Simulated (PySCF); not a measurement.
Compound: Ge(NMe2)Cl3, C2H6Cl3GeN.
Bonds: Ge1–N2, Ge1–Cl11, Ge1–Cl12, Ge1–Cl13, N2–C3, N2–C4. Hydrogens: H5, H6, H7 on C3; H8, H9, H10 on C4.

Computed by this run: PySCF 2.14.0, PBE0-D3(BJ)/def2-SVP geometry optimisation, gas phase; density fitting, grid level 1; the optimiser is geomeTRIC in internal coordinates, started from a GFN2-xTB structure with every atom displaced at random (about 0.03 Å).

Step 0: E = -97706.4742 eV
```
atom  x, y, z in Å  |  force x, y, z in eV/Å
Ge1     0.0681   -0.0698   -1.6443   -2.887   1.451   1.218
N2      0.1460    0.2874    0.1693    2.003  -1.028  -1.904
C3      1.0173   -0.5401    0.9088    2.887   0.415  -0.332
C4     -0.9463    0.5975    0.9148   -5.306   0.352   0.728
H5      1.3682   -0.0117    1.8033   -0.044   0.184   0.302
H6      1.9551   -0.7214    0.3335   -0.321  -0.094   0.176
H7      0.6536   -1.4909    1.2365   -0.849  -1.162   0.253
H8     -1.6621    1.2288    0.3109    0.456  -0.341   0.566
H9     -1.5883   -0.3006    1.2806    0.788   0.738  -0.592
H10    -0.7817    1.1353    1.8568    0.705   0.353   0.022
Cl11    1.9348   -0.0614   -2.4435    1.922  -0.225  -0.750
Cl12   -1.0215    1.6620   -2.4499    0.386  -0.621   0.183
Cl13   -1.1127   -1.7671   -2.2548    0.258  -0.022   0.131
```

Task: Estimate the geometry and energy of step 1. (The exact step hangs on the optimiser's Hessian estimate; all steps are aligned on step 0, rigid shifts and turns removed.)

Result: E = -97707.0093 eV, largest force 1.271 eV/Å
```
atom  x, y, z in Å  |  force x, y, z in eV/Å
Ge1     0.0307   -0.0202   -1.6066   -0.916   0.699   0.305
N2      0.1393    0.2711    0.1769    0.723  -0.432  -0.655
C3      1.0929   -0.5570    0.8876    0.139   0.006   0.359
C4     -1.0406    0.6119    0.8959   -0.974  -0.015   0.816
H5      1.4250   -0.0481    1.8119   -0.137   0.019  -0.035
H6      2.0141   -0.7344    0.3055   -0.253   0.079  -0.115
H7      0.6779   -1.5415    1.1812   -0.008   0.006   0.009
H8     -1.7262    1.2626    0.3274    0.279  -0.023  -0.145
H9     -1.6539   -0.2605    1.2340    0.252   0.060  -0.184
H10    -0.7809    1.1594    1.8213    0.088   0.050  -0.091
Cl11    1.9715   -0.0855   -2.4020    0.551  -0.104  -0.296
Cl12   -1.0376    1.6598   -2.4414    0.181  -0.255   0.015
Cl13   -1.0814   -1.7695   -2.1695    0.077  -0.090   0.017
```

The energy changes by -0.5351 eV. The first-order estimate −F·Δx gives -0.9623 eV and the mean of the old and new forces, exact on a quadratic surface, -0.5433 eV. The step makes an angle of 63° with the force vector and moves no atom by more than 0.097 Å.

What follows is the cost of the whole optimisation. Time: 4.6 min of wall time; peak memory 0.70 GiB. Hardware: one thread, AMD EPYC (x86_64), no GPU, on a shared host.
